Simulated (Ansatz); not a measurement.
Consider the hydrogenolysis of a B–C bond: `CBO[SiH2]C` + H₂ → `BO[SiH2]C` + CH₄.

Calculated with Ansatz (gas phase, PBE0-D4/def2-TZVP geometries, no zero-point term in ΔE). CCSD(T)/CBS is the MP2 limit (def2-TZVPP, def2-QZVPP) plus CCSD(T) − MP2 in def2-TZVPP, frozen cores. This one scheme is used for every species. Functionals use def2-TZVPP. HSE06 is defined as in plane-wave codes. Each species was taken in one conformer, which may not be the lowest.

`CBO[SiH2]C`:

```xyz
14

C     2.075    1.582    0.816
B     0.794    1.224    0.001
O    -0.044    0.247    0.423
Si   -1.454   -0.363   -0.199
C    -1.231   -2.173   -0.547
H     2.207    0.976    1.714
H     2.050    2.639    1.105
H     2.965    1.479    0.184
H     0.524    1.808   -1.023
H    -1.812    0.383   -1.436
H    -2.511   -0.151    0.824
H    -0.460   -2.334   -1.305
H    -2.164   -2.606   -0.916
H    -0.940   -2.710    0.358
```

H₂:

Z-matrix (Å, degrees):
```
H
H 1 0.746
```

`BO[SiH2]C`:

```xyz
11

B     1.024    0.986   -1.757
O     0.140    0.921   -0.746
Si   -0.707   -0.341   -0.072
C    -0.255   -0.474    1.722
H     1.329   -0.012   -2.359
H     1.493    2.055   -2.031
H    -2.149   -0.029   -0.238
H    -0.382   -1.592   -0.809
H    -0.832   -1.270    2.201
H     0.806   -0.705    1.843
H    -0.466    0.461    2.246
```

CH₄:

Cartesian coordinates in Å:
```
C 0.000 0.000 0.000
H 1.032 -0.277 -0.215
H -0.017 0.763 0.778
H -0.548 -0.878 0.341
H -0.467 0.391 -0.903
```

```csv
level,ΔE (kcal/mol)
HSE06,-3.8
SCS-MP2/def2-QZVPP,-4.3
```

What does CCSD(T)/CBS give? (An estimate is asked.)

The calculation gave: -3.5 kcal/mol. The listed levels differ from it by -0.3, -0.8 kcal/mol.

Largest T1 diagnostic among the species: 0.012.

In def2-TZVPP, CCSD(T) changes the Hartree–Fock value by +4.5 kcal/mol (the triples alone add +0.8 kcal/mol) and MP2 by +5.2 kcal/mol. The D4 term adds +1.5 kcal/mol with B3LYP and +0.8 kcal/mol with PBE0; it sums over pairs of atoms, weighted by their polarisabilities, and B3LYP, whose exchange is more repulsive, gets the larger term. From BLYP to BHLYP (50 % exact exchange), in def2-TZVPP and without D4, ΔE moves by −0.7 kcal/mol.

CCSD(T)/CBS has its own doubt, a few kJ/mol and more with outer-core shells, so smaller differences from it don't rank the levels.

B3LYP here is the variant with VWN-RPA as its local correlation; programs differ in this.
